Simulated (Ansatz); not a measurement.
`FCCC(F)(F)F`, relaxed with RKS PBE0-D4/def2-TZVP in the Gaussian-basis code of Ansatz from a PBE-D4/def2-SVP geometry. The force threshold is 0.005 eV/Å; the program also tests the step.

Charge 0, multiplicity 1.

Start:

```xyz
11

F     0.297    2.433   -0.119
C    -0.380    1.229   -0.180
C     0.586    0.093    0.135
C    -0.065   -1.273    0.077
F     0.816   -2.255    0.367
F    -1.092   -1.370    0.960
F    -0.573   -1.530   -1.155
H    -1.216    1.243    0.553
H    -0.810    1.103   -1.198
H     1.011    0.226    1.149
H     1.426    0.101   -0.588
```

```tsv
step	energy (eV)	largest force (eV/Å)	largest move (Å)
1	-14036.2499	0.754	0.000
2	-14036.2934	0.256	0.022
3	-14036.2987	0.044	0.011
4	-14036.2988	0.011	0.003
5	-14036.2988	0.003	0.004
```

End:

```xyz
11

F     0.295    2.411   -0.112
C    -0.385    1.212   -0.181
C     0.583    0.093    0.133
C    -0.065   -1.263    0.078
F     0.812   -2.233    0.362
F    -1.075   -1.371    0.954
F    -0.570   -1.527   -1.137
H    -1.205    1.244    0.540
H    -0.796    1.113   -1.189
H     0.997    0.223    1.135
H     1.408    0.097   -0.582
```

It took 20 s on 4 threads of an Intel Xeon Platinum 8375C on a shared host, with 0.69 GiB of host memory at the peak.
